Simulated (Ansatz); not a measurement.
System: C$_{5}$H$_{7}$Ge, net charge -1, singlet state. It need not be the lowest isomer of its formula. Whether it binds its extra electron was not tested at this geometry. 
Structure (B3LYP-D3(BJ)/def2-TZVP (Ansatz, an electronic-structure program) minimum search):
SMILES: [GeH3][c]1ccc[cH-]1
```xyz
13

Ge     1.5325    -0.0747     0.0262
C     -0.3625     0.0459     0.0124
C     -1.2498    -0.5894     0.9209
C     -2.5637    -0.3024     0.5220
C     -2.5053     0.5090    -0.6358
C     -1.1553     0.7228    -0.9516
H      2.2364     1.1901    -0.5541
H      2.1757    -1.2480    -0.7928
H      2.1235    -0.2710     1.4555
H     -0.9569    -1.1849     1.7766
H     -3.4663    -0.6303     1.0237
H     -3.3553     0.9102    -1.1747
H     -0.7776     1.3080    -1.7809
```
Charge -1, spin multiplicity 1.

Basis-set convergence of Hartree-Fock and CCSD(T) correlation energies (hartree) with Ansatz. Correlated levels leave the core frozen unless marked. Spin-orbit coupling is left out. Frozen are the shells of the preceding noble gas and the d and f shells that filled before the atom's block. Non-relativistic.

```tsv
basis	functions	E(HF)	E(corr, CCSD(T))
aug-cc-pVDZ	214	-2268.73168	-0.89806
aug-cc-pVTZ	450	(withheld)	(withheld)
```

Question: Complete the blanks.

Answer: 
- aug-cc-pVTZ, E(HF): -2268.84733
- aug-cc-pVTZ, E(corr, CCSD(T)): -1.04681
